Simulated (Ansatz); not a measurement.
Computed with Ansatz on PBE0-D4/def2-TZVP structures; ΔE is electronic, products minus reactants. CBS: MP2 limit from def2 TZ/QZ plus the TZ coupled-cluster correction, frozen cores. This one scheme is used for every species. Functionals use def2-TZVPP. B3LYP here is the variant with VWN-RPA as its local correlation; programs differ in this. One conformer a species, not always the lowest.

Consider the ligand exchange at the Si–C bond: `OC[SiH](F)F` + H₂S → `F[SiH](F)S` + CH₃OH.

`OC[SiH](F)F`:

Cartesian coordinates in Å:
```
O -1.184 -1.133 -0.618
C -0.543 -0.514 0.487
Si 0.644 0.827 -0.039
F -0.127 2.063 -0.667
F 1.543 0.207 -1.200
H -0.511 -1.455 -1.224
H -0.022 -1.246 1.123
H -1.334 -0.082 1.109
H 1.534 1.333 1.028
```

H₂S:

Z-matrix (Å, degrees):
```
S
H 1 1.341
H 1 1.341 2 92.3
```

`F[SiH](F)S`:

```xyz
6

F    -0.113    1.145   -1.252
Si   -0.481    0.123   -0.099
F    -0.808   -1.241   -0.837
S     1.110   -0.104    1.260
H    -1.673    0.595    0.621
H     1.965   -0.519    0.308
```

CH₃OH:

Cartesian coordinates in Å:
```
C 0.009 0.339 0.110
O -0.183 -0.727 -0.792
H -0.211 1.259 -0.431
H 1.042 0.397 0.475
H -0.665 0.282 0.974
H 0.008 -1.549 -0.337
```

```json
{"species": "`OC[SiH](F)F`", "B3LYP-D4 energy (Eh)": "-605.22651"}
{"species": "H₂S", "B3LYP-D4 energy (Eh)": "-399.42766"}
{"species": "`F[SiH](F)S`", "B3LYP-D4 energy (Eh)": "-888.90072"}
{"species": "CH₃OH", "B3LYP-D4 energy (Eh)": "-115.78095"}
```

Work out ΔE.

ΔE = (-888.90072) + (-115.78095) − (-605.22651) − (-399.42766) = -0.02750 Eh = -17.3 kcal/mol. CCSD(T)/CBS gives -17.9 kcal/mol.

Largest T1 diagnostic among the species: 0.012.
